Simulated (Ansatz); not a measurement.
The cluster Ag9⁺. The state is a singlet with charge 1. Geometry r2SCAN-D4/def2-SVP, basis def2-TZVP, Ansatz.

```xyz
9

Ag    1.622    1.692   -0.010
Ag    0.129   -0.553    0.976
Ag   -1.770   -1.050   -1.121
Ag   -0.334    1.867    2.044
Ag    0.705   -0.093   -1.927
Ag   -1.055    1.602   -0.735
Ag   -2.428    0.171    1.359
Ag    2.613   -0.971    0.048
Ag    0.517   -2.665   -0.634
```

| run | HOMO (eV) | LUMO (eV) |
| --- | --- | --- |
| A | -8.67 | -6.39 |
| B | -8.72 | -6.68 |
| C | -9.48 | -5.68 |
| D | -8.38 | -7.18 |
| E | -8.31 | -6.99 |

In the def2 sets Ag takes a core potential; there is no spin–orbit coupling. B3LYP takes the VWN-RPA correlation. No other spin state of charge 1 was run. Another isomer (singlet) lies 0.18 eV lower at PBE0-D4/def2-TZVP; other spin states weren't run for this one.

Q: The runs used B3LYP, CAM-B3LYP, PBE, PBE0, r2SCAN. Estimate which is which.

A: A PBE0 (25 % exact exchange); B B3LYP (20 % exact exchange); C CAM-B3LYP (range-separated); D PBE (0 % exact exchange); E r2SCAN (0 % exact exchange). Exact exchange lowers occupied and raises empty levels; among semilocal functionals meta-GGAs tend to open the gap a little, and such runs are hard to tell apart. The gap grows from 1.21 eV (PBE) to 3.80 eV (CAM-B3LYP).
